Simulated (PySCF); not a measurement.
Static response to an electric field

Compound: C₆H₁₃P.
Structure used (GFN2-xTB), in Å, numbered top down from 1:
```
atom  x, y, z in Å
C1     3.028    0.315   -0.124
C2     1.821   -0.615   -0.110
C3     0.593    0.074    0.475
P4    -0.876   -1.076    0.508
C5    -1.557   -0.721   -1.209
C6    -2.340    0.505   -0.718
C7    -2.204    0.226    0.786
H8     3.269    0.639    0.887
H9     2.824    1.197   -0.727
H10    3.898   -0.190   -0.539
H11    2.049   -1.506    0.481
H12    1.604   -0.946   -1.129
H13    0.355    0.977   -0.092
H14    0.794    0.363    1.512
H15   -2.210   -1.530   -1.537
H16   -0.816   -0.535   -1.986
H17   -3.371    0.548   -1.072
H18   -1.852    1.437   -1.002
H19   -1.910    1.073    1.405
H20   -3.102   -0.223    1.211
```

Level: CAM-B3LYP/def2-SVPD (PySCF), static field, nuclei fixed, core orbitals frozen in the response. The polarisability tensor in these axes (au):

```
x   112.20  -1.06   1.99
y    -1.06  86.22   0.16
z     1.99   0.16  87.79
```

Task: Give the principal values, the mean and the anisotropy Δα = √{½[(α1 − α2)² + (α2 − α3)² + (α1 − α3)²]}.

Result: Principal values 86.14, 87.67 and 112.40 au; mean 95.40 au = 14.14 Å³ = 15.73 × 10⁻⁴⁰ C²·m²/J; Δα = 25.54 au (27 % of the mean).

Task: What is the dipole moment, and where does it point?

Result: (0.06, 1.13, -0.57) D, 1.27 D in size, pointing from the negative to the positive side. Measured along this direction, the outermost atoms are H11 at the negative end and H18 at the positive end.

Task: Give the eigenvalues of the traceless quadrupole moment Θ = ½Σq(3rr − r²1), origin at the centre of nuclear charge.

Result: -4.72, 1.66, 3.06 D·Å. The values depend on the origin, since the dipole doesn't vanish. The electronic extent ⟨r²⟩ about the same centre is 1221 bohr², a root-mean-square distance of 2.31 Å for the 64 electrons.

Task: Form Σ f/ω² (atomic units) for the 8 lowest TDDFT singlets, given as eV and f, and set it beside the mean polarisability, which is this sum over all singlets: 5.73, 0.0506; 6.34, 0.0404; 6.49, 0.0503; 6.89, 0.0673; 7.32, 0.0070; 7.38, 0.0158; 7.53, 0.0051; 7.71, 0.0061.

Result: They add up to 4.27 au, 4.5 % of the 95.40 au; the largest single term is 1.14 au, from the state at 5.73 eV. Terms in order: 1.14, 0.74, 0.88, 1.05, 0.10, 0.22, 0.07, 0.08 au. Higher excitations give the rest. The strengths listed sum to 0.243.

Task: Directions of the eigenvectors, and the extent of the frame along each?

Result: Largest value along (1.00, -0.04, 0.08), where the nuclei span 7.31 Å; middle along (-0.07, 0.16, 0.98), 3.68 Å; least along (0.05, 0.99, -0.16), 2.93 Å. The response follows the extents in order.

Task: Find the Langevin capture rate constant for NH4+ (18.034 u) meeting this molecule (116.075 u), k = 2.342 × 10⁻⁹ cm³/s × √(α in Å³ / reduced mass in u).

Result: The reduced mass is 15.61 u, so k = 2.23 × 10⁻⁹ cm³/s. The formula leaves out the permanent dipole, which adds to the capture rate.

Task: Rayleigh depolarisation ratio (linearly polarised light, static tensor)?

Result: ρ = 3Δα²/(45ᾱ² + 4Δα²) = 1956.4/(409564 + 2608.5) = 0.00475.

Isolated species at its GFN2-xTB geometry (one conformer only).

The run behind these numbers computed excited states as well. The run took 61 s wall on Arm Neoverse V1, one thread, shared host.
